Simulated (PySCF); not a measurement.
## Dipole polarisabilities along the second row

Calculated with PySCF 2.14 for the ground configurations, without spin-orbit coupling: coupled response for Hartree-Fock and DFT, finite fields for MP2 and CCSD(T), with Be 1s2; B 1s2; C 1s2; N 1s2; O 1s2; F 1s2; Ne 1s2 frozen. Mean α in bohr³, C₆ of like pairs in atomic units.

```json
{"species": "Li [He] 2s1 (aug-cc-pVDZ-DK, spin-free X2C)", "α UHF": "168.6", "α PBE": "143.2", "α PBE0": "147.3", "α MP2": "n/a", "α CCSD(T)": "n/a", "α recommended (Schwerdtfeger and Nagle)": "164.1", "C₆ UHF": "1457", "C₆ PBE": "1140", "C₆ PBE0": "1190"}
{"species": "Be [He] 2s2 (aug-cc-pVDZ-DK, spin-free X2C)", "α UHF": "44.89", "α PBE": "42.30", "α PBE0": "42.59", "α MP2": "42.08", "α CCSD(T)": "37.70", "α recommended (Schwerdtfeger and Nagle)": "37.74 ± 0.03", "C₆ UHF": "279.3", "C₆ PBE": "255.8", "C₆ PBE0": "258.3"}
{"species": "B [He] 2s2 2p1 (aug-cc-pVDZ, non-relativistic)", "α UHF": "21.76", "α PBE": "22.51", "α PBE0": "21.81", "α MP2": "19.87", "α CCSD(T)": "20.18", "α recommended (Schwerdtfeger and Nagle)": "20.5 ± 0.1", "C₆ UHF": "104.9", "C₆ PBE": "110.6", "C₆ PBE0": "106.6"}
{"species": "C [He] 2s2 2p2 (aug-cc-pVDZ-DK, spin-free X2C)", "α UHF": "11.56", "α PBE": "12.41", "α PBE0": "11.93", "α MP2": "11.19", "α CCSD(T)": "11.26", "α recommended (Schwerdtfeger and Nagle)": "11.3 ± 0.4", "C₆ UHF": "45.08", "C₆ PBE": "50.15", "C₆ PBE0": "47.77"}
{"species": "N [He] 2s2 2p3 (aug-cc-pVDZ-DK, spin-free X2C)", "α UHF": "6.800", "α PBE": "7.411", "α PBE0": "7.109", "α MP2": "6.800", "α CCSD(T)": "6.831", "α recommended (Schwerdtfeger and Nagle)": "7.4 ± 0.2", "C₆ UHF": "22.16", "C₆ PBE": "25.07", "C₆ PBE0": "23.83"}
{"species": "O [He] 2s2 2p4 (aug-cc-pVDZ-DK, spin-free X2C)", "α UHF": "4.182", "α PBE": "4.789", "α PBE0": "4.558", "α MP2": "4.434", "α CCSD(T)": "4.508", "α recommended (Schwerdtfeger and Nagle)": "5.3 ± 0.2", "C₆ UHF": "12.11", "C₆ PBE": "14.10", "C₆ PBE0": "13.38"}
{"species": "F [He] 2s2 2p5 (aug-cc-pVDZ, non-relativistic)", "α UHF": "2.707", "α PBE": "3.156", "α PBE0": "2.997", "α MP2": "2.923", "α CCSD(T)": "2.946", "α recommended (Schwerdtfeger and Nagle)": "3.74 ± 0.08", "C₆ UHF": "6.909", "C₆ PBE": "8.089", "C₆ PBE0": "7.686"}
{"species": "Ne [Ne] (aug-cc-pVDZ, non-relativistic)", "α UHF": "1.832", "α PBE": "2.139", "α PBE0": "2.032", "α MP2": "1.989", "α CCSD(T)": "1.980", "α recommended (Schwerdtfeger and Nagle)": "2.661", "C₆ UHF": "4.121", "C₆ PBE": "4.796", "C₆ PBE0": "4.571"}
```

Hartree-Fock lacks correlation. MP2 and CCSD(T) carry the error of the frozen core. All values carry a basis error.
